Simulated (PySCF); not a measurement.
Vertical excitations of a molecule C2H8FNSi2 from TDDFT-CAM-B3LYP/def2-SVPD in PySCF, as energy in eV (oscillator strength): 4.70 (0.001), 5.38 (0.016), 6.18 (0.047), 6.38 (0.028), 6.52 (0.117), 6.67 (0.005), 6.90 (0.023), 7.07 (0.022), 7.24 (0.018), 7.33 (0.015). Lowest triplet (TDA): 4.40 eV. Geometry optimised at r2SCAN-D4/def2-SVP. Other conformers were not sampled.

### Question
Which structure fits?
A) F[Si@@H]1CNC[SiH2]1
B) C[C@@H]1[SiH2]N[Si@@H]1F
C) C[Si@]1(F)C[SiH2]N1
D) F/C=C/N([SiH3])[SiH3]

### Answer
A, F[Si@@H]1CNC[SiH2]1
